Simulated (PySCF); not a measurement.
# How methods differ on the ionisation energy of Rb

Rb [Kr] 5s1 (2S) → Rb⁺ [Kr] (1S), as a difference of total energies. All numbers are calculated (PySCF 2.14, the spin-free X2C one-electron Hamiltonian (Gaussian nucleus), in x2c-QZVPPall with one added diffuse shell each of s, p, d, f, g type (14s9p8d4f3g, 136 functions)). Correlated levels: valence and next inner shell: [Ar] 3d10 frozen. The calculations carry no spin-orbit coupling.

```json
{"method": "UHF", "ionisation energy (eV)": "3.801", "error (eV)": "-0.376"}
{"method": "LDA", "ionisation energy (eV)": "4.408", "error (eV)": "+0.231"}
{"method": "PBE", "ionisation energy (eV)": "4.286", "error (eV)": "+0.109"}
{"method": "PBE0", "ionisation energy (eV)": "4.204", "error (eV)": "+0.027"}
{"method": "r2SCAN", "ionisation energy (eV)": "4.083", "error (eV)": "-0.094"}
{"method": "revPBE", "ionisation energy (eV)": "4.217", "error (eV)": "+0.040"}
{"method": "BP86", "ionisation energy (eV)": "4.343", "error (eV)": "+0.166"}
{"method": "B97-3", "ionisation energy (eV)": "4.012", "error (eV)": "-0.165"}
{"method": "MP2 (valence and next inner shell)", "ionisation energy (eV)": "4.127", "error (eV)": "-0.050"}
{"method": "SCS-MP2 (valence and next inner shell)", "ionisation energy (eV)": "4.064", "error (eV)": "-0.113"}
```

Reference: 4.177 eV (measured; NIST Atomic Spectra Database, ionization energies).
